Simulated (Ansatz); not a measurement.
Ansatz (a program for electronic structure) input (B3LYP-D3(BJ)/def2-TZVP):

Ansatz 0.2 input:
```yaml
crystal:
  periodic: [false, false, false]
  atoms:
    - {symbol: C, position_ang: [-2.07037212, 0.07349978, -0.40292669]}
    - {symbol: C, position_ang: [-0.72555188, 0.10335852, -0.22697932]}
    - {symbol: C, position_ang: [0.06485495, -0.62192489, 0.69238931]}
    - {symbol: C, position_ang: [1.41818166, -0.34324311, 0.59623416]}
    - {symbol: C, position_ang: [1.71919322, 0.58295920, -0.37358782]}
    - {symbol: S, position_ang: [0.32439302, 1.14217846, -1.20512306]}
    - {symbol: H, position_ang: [-2.68556280, -0.56558368, 0.20425558]}
    - {symbol: H, position_ang: [-2.55447767, 0.68048189, -1.14475530]}
    - {symbol: H, position_ang: [-0.37036841, -1.31634463, 1.38723355]}
    - {symbol: H, position_ang: [2.17134333, -0.79999900, 1.21460800]}
    - {symbol: H, position_ang: [2.68289836, 0.96562031, -0.64409207]}
basis:
  gaussian:
    orbitals: def2-TZVP
hamiltonian:
  xc: b3lyp
  dispersion: d3bj
magnetization: {spin_polarized: true, initial_magnetization: 1}
relax: {f_tol: 0.002, max_steps: 150}
```

End of the output:

```
the calculation of the forces begins
reference -16103.28080474 eV, -591.7846543783 hartree; 26, 25 occupied and 196, 197 virtual orbitals, 1391 factors
Total energy: -16103.82169969 eV, -591.8045319011 hartree
Atom 0 at    -2.087843     0.074475    -0.406570 Å, force    -0.000124    -0.000004    -0.000113 eV/Å
Atom 1 at    -0.724395     0.107898    -0.231615 Å, force     0.000081    -0.000051     0.000023 eV/Å
Atom 2 at     0.062808    -0.618456     0.688243 Å, force    -0.000025    -0.000188     0.000172 eV/Å
Atom 3 at     1.429869    -0.341721     0.596549 Å, force     0.000055     0.000063    -0.000043 eV/Å
Atom 4 at     1.734198     0.585894    -0.374874 Å, force     0.000007    -0.000054     0.000019 eV/Å
Atom 5 at     0.327789     1.139265    -1.200912 Å, force     0.000029     0.000051     0.000067 eV/Å
Atom 6 at    -2.695215    -0.572939     0.210066 Å, force     0.000041     0.000082    -0.000017 eV/Å
Atom 7 at    -2.584981     0.680511    -1.149283 Å, force    -0.000050     0.000003     0.000009 eV/Å
Atom 8 at    -0.375462    -1.316481     1.386766 Å, force     0.000033     0.000059    -0.000079 eV/Å
Atom 9 at     2.181506    -0.803759     1.220599 Å, force     0.000015     0.000073    -0.000007 eV/Å
Atom 10 at     2.706259     0.966315    -0.641714 Å, force    -0.000059    -0.000033    -0.000030 eV/Å
Dipole moment:     0.081533    -0.085693     0.106753 e Å
```

It need not be the lowest isomer of its formula.
